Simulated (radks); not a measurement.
Q: Species: Ar+. Configuration: [Ne] 3s2 3p5. Calculated with a radial shooting solver on a logarithmic mesh with Libxc functionals: non-relativistic Kohn-Sham, LDA (Slater exchange, VWN5 correlation), spin-polarised, spherical densities, point nucleus; open shells are filled with parallel spins first. Some entries of the table are withheld. Estimate them.

orbital  occ.  eigenvalue (Ry)  <r> (bohr)  <1/r> (bohr^-1)
1s up       1        -228.6473     0.08642            17.50
1s down     1        -228.6302     0.08641            17.50
2s up       1        -22.61356      0.4179              (1)
2s down     1        -22.59549      0.4177              (2)
2p up       3              (3)      0.3780            3.441
2p down     3              (4)      0.3779            3.441
3s up       1         -2.71007       1.373            1.014
3s down     1         -2.63418       1.379            1.010
3p up       3         -1.66579         (5)           0.8837
3p down     2         -1.59584         (6)           0.8769

A: 
(1) 2s up <1/r> (bohr^-1): 3.513
(2) 2s down <1/r> (bohr^-1): 3.514
(3) 2p up eigenvalue (Ry): -17.91717
(4) 2p down eigenvalue (Ry): -17.89479
(5) 3p up <r> (bohr): 1.547
(6) 3p down <r> (bohr): 1.562
